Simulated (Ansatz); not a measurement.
Gas-phase electronic energies from Ansatz, PBE0-D4/def2-TZVP geometries. CCSD(T)/CBS adds triple-zeta CCSD(T) − MP2 to the extrapolated MP2 energy (def2 sets, frozen cores). This one scheme is used for every species. DFT in def2-TZVPP. B3LYP here is the variant with VWN-RPA as its local correlation; programs differ in this. One conformer a species, not always the lowest.

`CBC=O` + H₂ → `BC=O` + CH₄  (hydrogenolysis of a B–C bond)

| level | ΔE (kJ/mol) | difference from CCSD(T)/CBS |
| --- | --- | --- |
| LDA (SPW92) | -16.0 | -2.2 |
| r2SCAN-D4 | -15.0 | -1.2 |
| B3LYP-D4 | -14.2 | -0.4 |
| r2SCAN0-D4 | -12.8 | 1.0 |
| BLYP | -23.0 | -9.2 |
| r2SCAN0 | -14.0 | -0.2 |
| CAM-B3LYP | -18.1 | -4.3 |
| HF/def2-SVP | -18.3 | -4.5 |
| CCSD/def2-SVP | -19.0 | -5.2 |
| CCSD(T)/def2-SVP | -19.9 | -6.1 |
| HF/def2-TZVPP | -18.1 | -4.3 |
| SCS-MP2/def2-TZVPP | -16.8 | -3.0 |
| CCSD/def2-TZVPP | -16.1 | -2.3 |
| CCSD(T)/def2-TZVPP | -16.5 | -2.7 |
| HF/def2-QZVPP | -17.9 | -4.1 |
| SCS-MP2/def2-QZVPP | -15.1 | -1.3 |
| CCSD(T)/CBS | -13.8 | 0 |

Largest T1 diagnostic among the species: 0.021, so the coupled-cluster value is less sure than usual.

Leaving LDA and LC-ωPBE aside and taking each functional with its dispersion term where it has one, the values, not all of them listed here, spread over 7.5 kJ/mol, from B2PLYP to revPBE-D4. LDA lies +3.0 kJ/mol from PBE without D4. From BLYP to BHLYP (50 % exact exchange), in def2-TZVPP and without D4, ΔE moves by +5.7 kJ/mol. At CCSD(T), def2-SVP lies −6.1 kJ/mol from the extrapolated value and def2-TZVPP −2.7 kJ/mol.
